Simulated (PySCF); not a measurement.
Ionisation energy of Nb⁺ by level of theory

Nb⁺ [Kr] 4d4 (5D) → Nb²⁺ [Kr] 4d3 (4F), as a difference of total energies. Calculation: PySCF 2.14, in def2-SVP with the def2 core potential (28 electrons) (5s3p2d1f, 31 functions); a scalar-relativistic core potential. Correlated levels: valence: 4s2 4p6 frozen. The calculations carry no spin-orbit coupling.

```csv
method,ionisation energy (eV),difference from reference (eV)
UHF,13.020,-1.300
TPSS,14.092,-0.228
BP86,14.472,+0.152
MP2 (valence),13.396,-0.924
SCS-MP2 (valence),13.145,-1.175
```

Reference: 14.32 eV (semi-empirical (NIST evaluation); NIST Atomic Spectra Database, ionization energies).

The reference lies between the lowest fine-structure levels, while these numbers refer to the centres of the terms.

Errors of the correlated levels include the incompleteness of this basis and the frozen core.
